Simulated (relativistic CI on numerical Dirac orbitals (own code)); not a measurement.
## Ions with 38 electrons, Ce20+ to Ir39+

These numbers are calculated, not measured: Dirac-Coulomb-Breit CI, KLI orbitals optimised for each configuration, model QED (radiative potential, 1s self-energy scaled to tabulated hydrogen-like ionisation energies), unscaled Slater integrals (own radial code, finite nucleus).

Configurations in the expansion (outside the closed core [Ar] 3d10): 4s²4p⁶4d², 4s²4p⁶5s², 4s²4p⁵4d³, 4s²4p⁶4d4f, 4s²4p⁶4f², 4s²4p⁶4d5s, 4s4p⁶4d³. Levels of other configurations are missing.

Energies above each ion's lowest level, in eV. Levels are followed by their leading LS label, which can pass from one level to another where the coupling changes.

| Ion | 4s²4p⁶4d² ³F2 | 4s²4p⁶4d² ³F3 | 4s²4p⁶4d² ³P0 | 4s²4p⁶4d² ³F4 | 4s²4p⁶4d² ³P2 |
| --- | --- | --- | --- | --- | --- |
| Ce20+ | 0 | 3.7175 | 4.5864 | 6.2896 | 6.3203 |
| Pr21+ | 0 | 4.1872 | 4.8053 | 6.9588 | 6.8662 |
| Nd22+ | 0 | 4.6976 | 5.0255 | 7.6676 | 7.4529 |
| Pm23+ | 0 | 5.251 | 5.2467 | 8.4171 | 8.0824 |
| Sm24+ | 0 | 5.8494 | 5.4687 | 9.2085 | 8.757 |
| Eu25+ | 0 | 6.4952 | 5.6913 | 10.044 | 9.479 |
| Gd26+ | 0 | 7.1906 | 5.9142 | 10.925 | 10.251 |
| Tb27+ | 0 | 7.9379 | 6.1374 | 11.854 | 11.074 |
| Dy28+ | 0 | 8.7396 | 6.3607 | 12.833 | 11.952 |
| Ho29+ | 0 | 9.5981 | 6.5839 | 13.865 | 12.887 |
| Er30+ | 0 | 10.516 | 6.807 | 24.259 | 13.882 |
| Tm31+ | 0 | 11.495 | 7.03 | 26.248 | 14.939 |
| Yb32+ | 0 | 12.54 | 7.2527 | 28.37 | 16.06 |
| Lu33+ | 0 | 13.651 | 7.4752 | 30.628 | 17.248 |
| Hf34+ | 0 | 14.832 | 7.6974 | 33.028 | 18.507 |
| Ta35+ | 0 | 16.086 | 7.9194 | 35.576 | 19.839 |
| W36+ | ? | ? | ? | ? | ? |
| Re37+ | 0 | 18.823 | 8.3624 | 41.137 | 22.732 |
| Os38+ | 0 | 20.312 | 8.5834 | 44.161 | 24.3 |
| Ir39+ | 0 | 21.886 | 8.8043 | 47.356 | 25.953 |

Task: Fill in the row of W36+.

Result: 4s²4p⁶4d² ³F2 0, 4s²4p⁶4d² ³F3 17.415, 4s²4p⁶4d² ³P0 8.141, 4s²4p⁶4d² ³F4 38.277, 4s²4p⁶4d² ³P2 21.246 (eV).

The lowest level keeps the configuration 4s²4p⁶4d² and J = 2 throughout.
